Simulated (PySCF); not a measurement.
In(H)2(Cl), SMILES [Cl][InH2], PBE0/def2-SVP optimised geometry.

```
4

In    -0.85     0.00     0.00
H     -1.51     1.58     0.00
H     -1.51    -1.58     0.00
Cl     1.51     0.00     0.00
```

Density from PBE0/def2-TZVP, def2 effective core potentials past Kr (PySCF) at that geometry. The core electrons that the potentials of In replace are not part of the density.

Minimum of the electron density along straight lines between bonded atoms, close to the bond critical point (lines longer than 1.1 times the sum of covalent radii, or with two minima, are not listed):

```json
[
 {"bond": "In1–H2", "length / Å": "1.715", "ρ at the minimum / e bohr⁻³": "0.108", "∇²ρ there / e bohr⁻⁵": "0.09", "position (fraction from the first atom)": "0.64"},
 {"bond": "In1–H3", "length / Å": "1.715", "ρ at the minimum / e bohr⁻³": "0.108", "∇²ρ there / e bohr⁻⁵": "0.09", "position (fraction from the first atom)": "0.64"},
 {"bond": "In1–Cl4", "length / Å": "2.367", "ρ at the minimum / e bohr⁻³": "___", "∇²ρ there / e bohr⁻⁵": "___", "position (fraction from the first atom)": "0.48"}
]
```

**Question.** What belongs in the gaps?

**Answer.** 
- In1–Cl4, ρ at the minimum / e bohr⁻³: 0.080
- In1–Cl4, ∇²ρ there / e bohr⁻⁵: 0.21
